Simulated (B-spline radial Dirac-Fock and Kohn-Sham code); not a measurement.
Dipole and non-dipole photoemission parameters of Re⁶⁺ 3d5/2

System: the Re⁶⁺ ion, [Xe] 4f14 5d1; threshold 1975.2 eV (orbital energy of the model). Method: Dirac-Hartree-Slater photoionisation with a Latter tail; cross sections with all multipoles, angular parameters from the dipole term and its interference with E2. Computed with an atomic code on a B-spline grid.

For linearly polarised light dσ/dΩ = σ/(4π) [1 + β P₂(cos θ) + (δ + γ cos²θ) sin θ cos φ], with θ from the polarisation vector and φ the angle between the beam and the projection of the electron momentum on the plane normal to the polarisation.

```tsv
hν (eV)	σ (kb)	β	γ	δ
2230	435	0.646	-0.172	-0.017
2300	401	0.719	-0.193	-0.015
2460	?	?	?	?
2984.4	199	1.081	-0.123	0.028
3770	102	1.199	0.124	0.059
4040	83.2	1.214	0.210	0.068
5910	25.7	1.212	0.721	0.113
8047.8	9.39	1.144	1.150	0.159
9251.7	5.86	1.100	1.336	0.185
9350	5.65	1.097	1.349	0.188
13300	1.65	0.966	1.792	0.271
```

Problem. Give the values at 2460 eV.

Solution. σ = 337 kb, β = 0.851, γ = -0.213, δ = -0.005.
